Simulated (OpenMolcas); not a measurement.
# Multiplet structure of Pt

```
Program             : OpenMolcas 26.06
Method              : XMS-CASPT2, IPEA 0.25 Eh, imaginary shift 0.1 Eh (closed shells correlated: 5s 5p)
Basis               : ANO-RCC-VTZP [8s7p5d3f1g]
Scalar Hamiltonian  : DKH2, point nucleus
Active space        : 10 electrons in 6 orbitals (5d 6s)
State averaging     : 2S+1 = 3 even, 15 roots; 2S+1 = 1 even, 20 roots kept (CI in the orbitals of an earlier block)
Spin-orbit coupling : state interaction with AMFI integrals over the reference wave functions, term energies averaged over their components
```

Spin-free terms above the lowest, with the occupations of the reference:

| Configuration | Term | E (cm-1) | Occupations |
| --- | --- | --- | --- |
| 5d10 | 1S | 0.0 | 5d 9.76 6s 0.24 |
| 5d9 6s | 3D | 1303 | 5d 9.00 6s 1.00 |
| 5d9 6s | 1D | 1917 | 5d 8.65 6s 1.35 |
| 5d8 6s2 | 3F | 1944 | 5d 8.00 6s 2.00 |
| 5d8 6s2 | 3P | 10620 | 5d 8.00 6s 2.00 |
| 5d8 6s2 | 1D | 15820 | 5d 8.35 6s 1.65 |
| 5d8 6s2 | 1G | 15840 | 5d 8.00 6s 2.00 |

With spin-orbit coupling, above the lowest level:

```json
{"Configuration": "5d8 6s2", "Term": "3F", "J": "4", "E (cm-1)": "0.0", "Term weight %": "96", "Second": "4 1G"}
{"Configuration": "5d9 6s", "Term": "1D", "J": "2", "E (cm-1)": "2170", "Term weight %": "63", "Second": "24 3D"}
{"Configuration": "5d9 6s", "Term": "3D", "J": "3", "E (cm-1)": "2310", "Term weight %": "100", "Second": ""}
{"Configuration": "5d10", "Term": "1S", "J": "0", "E (cm-1)": "4400", "Term weight %": "95", "Second": "5 5d8 6s2 3P"}
{"Configuration": "5d9 6s", "Term": "3D", "J": "2", "E (cm-1)": "7480", "Term weight %": "47", "Second": "20 5d8 6s2 1D"}
{"Configuration": "5d8 6s2", "Term": "3F", "J": "3", "E (cm-1)": "9270", "Term weight %": "100", "Second": ""}
{"Configuration": "5d9 6s", "Term": "3D", "J": "1", "E (cm-1)": "12840", "Term weight %": "100", "Second": ""}
{"Configuration": "5d8 6s2", "Term": "3P", "J": "2", "E (cm-1)": "14400", "Term weight %": "62", "Second": "22 3F"}
{"Configuration": "5d8 6s2", "Term": "3F", "J": "2", "E (cm-1)": "15570", "Term weight %": "40", "Second": "25 5d9 6s 1D"}
{"Configuration": "5d8 6s2", "Term": "3P", "J": "1", "E (cm-1)": "17950", "Term weight %": "100", "Second": ""}
{"Configuration": "5d8 6s2", "Term": "3P", "J": "0", "E (cm-1)": "20870", "Term weight %": "95", "Second": "5 5d10 1S"}
{"Configuration": "5d8 6s2", "Term": "1G", "J": "4", "E (cm-1)": "21900", "Term weight %": "96", "Second": "4 3F"}
{"Configuration": "5d8 6s2", "Term": "1D", "J": "2", "E (cm-1)": "26500", "Term weight %": "65", "Second": "19 3F"}
```

Against the 9 measured excited levels shown (NIST Handbook of Basic Atomic Spectroscopic Data) the mean absolute deviation is 2300 cm-1; the largest miss in energy is 5d10 1S0: computed 2090, measured 6140 cm-1 (-65.9 %), and the largest in proportion 5d8 6s2 3F4 (-380.3 %). These deviations count from the computed level that pairs with the measured ground level.

Spin-orbit coupling puts the lowest level 5218 cm-1 below the lowest spin-free term.

CASPT2 does not keep the components of a term degenerate, so their means are used; among the terms shown or strongly mixed into the levels shown the widest spread is 780 cm-1 (5d8 6s2 3F). Over all roots computed the reference weight is 0.82 to 0.88; the roots of lowest weight are the least certain, and an intruder state may touch them. Terms from blocks run as CI alone lack orbitals of their own. The lowest computed level is not the ground level that NIST lists (3D3). Configurations are named by rounded mean occupations; where the s occupation lies near a half they are strongly mixed, a name can repeat and a true partner stay unpaired. A single d shell beside an s shell can misplace configurations of different d count against each other. The CASPT2 spread within a term exceeds the gap to the next term for 5d9 6s 1D and 5d8 6s2 3F, 5d8 6s2 1D and 5d8 6s2 1G, so the order of their levels is uncertain, and so are names and mixing where such terms share a J. The lowest spin-free term belongs to 5d10, not to the configuration of the lowest level. Computed and measured levels are paired by configuration, term and J; levels that our copy of the source lacks, or whose pairing is in doubt (as where it misses far off the trend of its configuration), stay unpaired and out of the deviations. Only configurations of the active space appear. The first state left out of the spin-orbit step lies near 45000 cm-1 above the lowest spin-free state of the reference (among the parities and spins computed), and the list stops at four fifths of that energy or lower.

The term weight is that of the spin-free term in the level, not the purity of its configuration.
